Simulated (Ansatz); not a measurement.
**SnNH3S2 (SMILES [NH2][SnH]1[S][S]1): the vertical ionisation energy from total energies**

The species is SnNH3S2 (7 atoms), meant as a singlet with charge 0. SMILES: `[NH2][SnH]1[S][S]1`. The shape is that of a PBE0-D4/def2-TZVP optimisation. This is one conformer, not always the lowest.

```xyz
7

N    -0.8589    1.1804    0.0332
Sn    0.6588   -0.1259    0.0096
S     0.4369   -1.9473    1.4902
S     0.2923   -2.3816   -0.6393
H    -0.8473    1.8458   -0.7290
H    -1.7637    0.7272    0.0579
H     2.1431    0.6334   -0.2683
```

Both states at this one shape; open shells run unrestricted unless said. 1 Eh = 27.2114 eV.

| level | program | singlet SnNH3S2 (Eh) | doublet [SnNH3S2]+ (Eh) | HOMO of the first (eV) |
| --- | --- | --- | --- | --- |
| HF/def2-SVP (core potential) | Ansatz | -1064.305886 | -1064.027473 | -8.66 |
| r2SCAN/def2-SVP (core potential) | Ansatz | -1066.946468 | -1066.653932 | -4.91 |
| B3LYP/def2-SVP (core potential) | Ansatz | -1067.046918 | -1066.755757 | -5.55 |
| wB97X/def2-SVP (core potential) | Ansatz | -1066.965019 | -1066.663629 | -8.20 |

**Question.** Work out the vertical ionisation energy at each level.

**Answer.** 
1. HF/def2-SVP (core potential): -1064.027473 − (-1064.305886) = 0.278413 Eh = 7.58 eV; −ε(HOMO) = 8.66 eV.
2. r2SCAN/def2-SVP (core potential): -1066.653932 − (-1066.946468) = 0.292536 Eh = 7.96 eV; −ε(HOMO) = 4.91 eV.
3. B3LYP/def2-SVP (core potential): -1066.755757 − (-1067.046918) = 0.291161 Eh = 7.92 eV; −ε(HOMO) = 5.55 eV.
4. wB97X/def2-SVP (core potential): -1066.663629 − (-1066.965019) = 0.301390 Eh = 8.20 eV; −ε(HOMO) = 8.20 eV.

No measured value is set beside it here; the levels span 7.58 to 8.20 eV. In Hartree–Fock, −ε(HOMO) (Koopmans) exceeds the difference of totals by the orbital relaxation of the ion. In semi-local functionals −ε(HOMO) lies far under the ionisation energy, a result of self-interaction. Hartree–Fock favours the state with fewer electron pairs, since it lacks pair correlation. Spin-orbit coupling is left out.
